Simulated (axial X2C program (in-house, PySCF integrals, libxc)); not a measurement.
**What spin–orbit coupling does to CoSb**

Computed with an in-house relativistic program for diatomic molecules. Spin-free means the one-electron spin-free X2C Hamiltonian; two-component (2c) means X2C with spin–orbit coupling and atomic mean-field two-electron Coulomb and Gaunt terms, so the difference of the two also holds small scalar two-electron terms. Basis: Sb dyall-cv3z [11s12p8d4f1g], Co dyall-cv3z [9s10p6d3f2g] (cores contracted in-house); Gaussian nuclei, density fitting, unrestricted open shells. Masses: Sb 120.904 u, Co 58.933 u.

Spin-free state: M_S = 2, Λ = 2 (beyond evenly filled blocks: σα, π+α, π-α, δ+α, δ+β, δ-α); fragments Sb + Co.

```json
{"level": "PBE0", "Re (Å)": "2.423", "ωe (cm⁻¹)": "245.2", "De (eV)": "1.648", "μ (D)": "3.15"}
{"level": "HF", "Re (Å)": "2.624", "ωe (cm⁻¹)": "192.9", "De (eV)": "-1.562", "μ (D)": "5.22"}
{"level": "MP2", "Re (Å)": "2.432", "ωe (cm⁻¹)": "233.3", "De (eV)": "1.216", "μ (D)": "n/a"}
{"level": "CCSD", "Re (Å)": "2.456", "ωe (cm⁻¹)": "225.4", "De (eV)": "0.598", "μ (D)": "n/a"}
{"level": "CCSD(T)", "Re (Å)": "2.423", "ωe (cm⁻¹)": "240.5", "De (eV)": "n/a", "μ (D)": "n/a"}
{"level": "BHandHLYP", "Re (Å)": "2.487", "ωe (cm⁻¹)": "219.9", "De (eV)": "0.685", "μ (D)": "3.50"}
```

Correlated methods: 14 electrons correlated (number of frozen shells: Sb 4 s, 3 p, 2 d; Co 3 s, 2 p), 310 virtual spin orbitals or spinors in MP2, 90 natural virtuals in coupled cluster.

Dipoles are positive if Co is the positive end.

Two-component determinant lowest at the distance of the search:

Ω = 4 (⟨Sz⟩ = 1.98, ⟨Lz⟩ = 2.02 at HF); fragments Sb + Co.

```csv
level,Re (Å),ωe (cm⁻¹),μ (D)
PBE0,2.425,244.3,3.13
HF,2.624,192.1,5.24
MP2,2.435,232.7,n/a
CCSD,2.459,224.6,n/a
CCSD(T),2.427,239.0,n/a
BHandHLYP,2.489,219.1,3.49
```

Q: From the two tables, how do the constants change at the CCSD(T) level (2c against spin-free)?

A: At the CCSD(T) level Re rises by 0.004 Å and ωe goes down by 1.5 cm⁻¹.

The state is a single determinant with fixed occupations, the lowest that a limited PBE0 search found. Dissociation energies refer to the lowest single-determinant-based atoms at the same level and basis. De is not given where an atomic determinant may have missed its ground term or J level, or where the truncated virtual space spoils (T). Density functionals use the spin component along the axis (collinear). CCSD and (T) use frozen natural virtuals with an MP2 correction for the truncation; (T) itself is uncorrected, so its De runs slightly low. PBE0 can misorder states that lie within some tenths of an eV, so this need not be the ground state of the molecule. The nearest other spin-free determinant of the search, M_S = 2, Λ = 3, lies 0.29 eV up at the distance of the search. Without a current term, density functionals place determinants with orbital angular momentum somewhat too high. With several unpaired electrons one determinant need not be a pure state. Open-shell Ω = 0 determinants with evenly filled partner blocks cannot be reached by this program, so the Ω shown need not be the lowest component. Some points did not converge and are left out. The T1 diagnostic is large, a sign of multireference character. The stretched end of a curve changes character and is left out. With the outer-core shells frozen, correlated bond lengths of heavy atoms tend to come out a few hundredths of an ångström too long.
